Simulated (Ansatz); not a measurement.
`[AlH2][NH][Si]1(Cl)CO1` + `FC#C[SiH3]` → `F[Si]1(Cl)CO1` + `[AlH2][NH]C#C[SiH3]`  (redistribution)

Isolated molecules relaxed with PBE0-D4/def2-TZVP in Ansatz; ΔE leaves out vibrations. CCSD(T)/CBS adds triple-zeta CCSD(T) − MP2 to the extrapolated MP2 energy (def2 sets, frozen cores). Functionals use def2-TZVPP. B3LYP here is the variant with VWN-RPA as its local correlation; programs differ in this. Each species was taken in one conformer, which may not be the lowest.

| level | ΔE (kJ/mol) | difference from CCSD(T)/CBS |
| --- | --- | --- |
| PBE-D4 | -145.2 | 3.3 |
| r2SCAN-D4 | -152.3 | -3.8 |
| PBE0-D4 | -146.9 | 1.6 |
| B3LYP-D4 | -150.8 | -2.3 |
| ωB97X-V | -143.7 | 4.8 |
| ωB97M-V | -143.8 | 4.7 |
| B2PLYP | -154.1 | -5.6 |
| PBE | -148.1 | 0.4 |
| r2SCAN | -152.9 | -4.4 |
| PBE0 | -149.5 | -1.0 |
| B3LYP | -155.5 | -7.0 |
| HF/def2-TZVPP | -157.1 | -8.6 |
| MP2/def2-TZVPP | -152.2 | -3.7 |
| SCS-MP2/def2-TZVPP | -150.1 | -1.6 |
| CCSD/def2-TZVPP | -147.8 | 0.7 |
| CCSD(T)/def2-TZVPP | -146.2 | 2.3 |
| HF/def2-QZVPP | -157.9 | -9.4 |
| MP2/def2-QZVPP | -153.8 | -5.3 |
| SCS-MP2/def2-QZVPP | -151.7 | -3.2 |
| HF/CBS(def2) | -158.0 | -9.5 |
| MP2/CBS(def2) | -154.5 | -6.0 |
| CCSD/CBS(def2) | -150.1 | -1.6 |
| CCSD(T)/CBS | -148.5 | 0 |

Largest T1 diagnostic among the species: 0.014.

The D4 term adds +4.7 kJ/mol with B3LYP and +2.6 kJ/mol with PBE0; it sums over pairs of atoms, weighted by their polarisabilities, and B3LYP, whose exchange is more repulsive, gets the larger term. In def2-TZVPP, CCSD(T) changes the Hartree–Fock value by +10.9 kJ/mol (the triples alone add +1.6 kJ/mol) and MP2 by +4.9 kJ/mol.
